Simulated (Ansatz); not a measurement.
# Cost against result

Saddle point of SiNH7F2, closed shell (SiNH₅ ([NH2][SiH3]) + HF + HF → SiH₃F ([F][SiH3]) + NH₃ + HF; bonds formed: Si1–F7, N2–H8, H6–F9; bonds broken: Si1–N2, H6–F7, H8–F9), PBE0-D4/def2-TZVP structure:

| atom | x (Å) | y (Å) | z (Å) |
| --- | --- | --- | --- |
| Si1 | -0.4486 | 0.5503 | -0.9595 |
| N2 | 0.1422 | -0.9801 | -0.1126 |
| H3 | -0.4209 | 0.0285 | -2.3653 |
| H4 | -1.8665 | 0.8347 | -0.6855 |
| H5 | 0.5700 | 1.6108 | -0.9213 |
| H6 | 0.3872 | 0.6826 | 1.6640 |
| F7 | -0.4710 | 1.1661 | 1.2571 |
| H8 | 0.8026 | -0.6943 | 0.7730 |
| F9 | 1.3158 | -0.1043 | 1.8264 |
| H10 | -0.6398 | -1.4981 | 0.2790 |
| H11 | 0.6287 | -1.5965 | -0.7554 |

Barriers are electronic and count from the start structure reached by relaxing down the imaginary mode.

Program: Ansatz 0.2.0. Basis: as named in each row. Cores are frozen in the correlated methods. B3LYP uses VWN-RPA correlation. Extrapolation: Hartree–Fock as exp(−7.88 √X), correlation as X^−2.97.

Times are rough, for one single point on 4 threads of a shared host (AMD EPYC 7R43).

The estimate by CCSD(T) at an estimated basis limit (MP2 extrapolated from triple and quadruple zeta, plus CCSD(T) − MP2 in triple zeta) is 31.7 kJ/mol.

```csv
method,basis,time (s),barrier (kJ/mol),method less estimate
HF,STO-3G,under 1,135.8,104.1
PBE-D4,STO-3G,under 1,-56.7,-88.4
SPW92,def2-SVP,under 1,-26.6,-58.3
B3LYP-D4,6-31G,under 1,-10.0,-41.6
PBE-D4,def2-SVP,under 1,2.2,-29.5
PBE0-D4,def2-SVP,under 1,13.9,-17.8
SPW92,def2-TZVPP,2,-15.6,-47.3
B3LYP-D4,def2-TZVPP,2,26.2,-5.5
PBE-D4,def2-TZVPP,2,13.2,-18.5
BHLYP-D4,def2-TZVPP,2,34.6,2.9
BLYP-D4,def2-TZVPP,2,20.5,-11.1
wB97M-V,def2-SVP,3,13.5,-18.2
CAM-B3LYP-D4,def2-TZVPP,3,22.0,-9.7
r2SCAN0-D4,def2-TZVPP,3,22.4,-9.3
PBE0-D4,def2-TZVPP,3,22.4,-9.3
CCSD(T),def2-SVP,3,34.5,2.8
r2SCAN-D4,def2-TZVPP,4,14.6,-17.1
RPA on PBE,def2-TZVPP,4,31.0,-0.7
PBE-QIDH,def2-TZVPP,5,27.7,-4.0
B2PLYP,def2-TZVPP,6,29.2,-2.5
wB97X-V,def2-TZVPP,6,24.3,-7.4
B97M-V,def2-TZVPP,8,28.0,-3.7
wB97M-V,def2-TZVPP,8,23.1,-8.6
MP2,def2-QZVPP,16,29.6,-2.1
CCSD(T),def2-TZVPP,94,32.3,0.6
```

All methods are single points on the PBE0-D4 structures; a negative value means that the method puts the saddle structure below the start.

The T1 diagnostic stays at or below 0.011.

Steps of this kind, hydrogen fluoride cutting a network bond, underlie vapour etching and the fluorination step of atomic layer etching.

Labels in which every atom is bracketed show which atoms are joined, not bond orders.
